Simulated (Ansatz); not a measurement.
Reaction (cleavage of the B–Si bond): `BC[SiH2]BO` + `OCS` → `OBSCO` + `BC[SiH3]`

Program: Ansatz. Geometries: PBE0-D4/def2-TZVP. ΔE: electronic, gas phase. CCSD(T)/CBS adds triple-zeta CCSD(T) − MP2 to the extrapolated MP2 energy (def2 sets, frozen cores). Functionals use def2-TZVPP. B3LYP here is the variant with VWN-RPA as its local correlation; programs differ in this. Each species was taken in one conformer, which may not be the lowest.

```json
{"level": "PBE-D4", "ΔE (kJ/mol)": "-103.2"}
{"level": "B3LYP-D4", "ΔE (kJ/mol)": "-111.5"}
{"level": "ωB97X-V", "ΔE (kJ/mol)": "-108.3"}
{"level": "r2SCAN", "ΔE (kJ/mol)": "-112.7"}
{"level": "B3LYP", "ΔE (kJ/mol)": "-110.3"}
{"level": "CCSD/def2-TZVPP", "ΔE (kJ/mol)": "-109.0"}
{"level": "MP2/def2-QZVPP", "ΔE (kJ/mol)": "-117.0"}
{"level": "CCSD/CBS(def2)", "ΔE (kJ/mol)": "-108.3"}
```

Task: What does CCSD(T)/CBS give? (Estimate.)

Result: Ansatz gave: -108.6 kJ/mol. The listed levels differ from it by 5.4, -2.9, 0.3, -4.1, -1.7, -0.4, -8.4, 0.3 kJ/mol.

Largest T1 diagnostic among the species: 0.014.

From PBE to PBE0 (25 % exact exchange), in def2-TZVPP and without D4, ΔE moves by −3.0 kJ/mol.
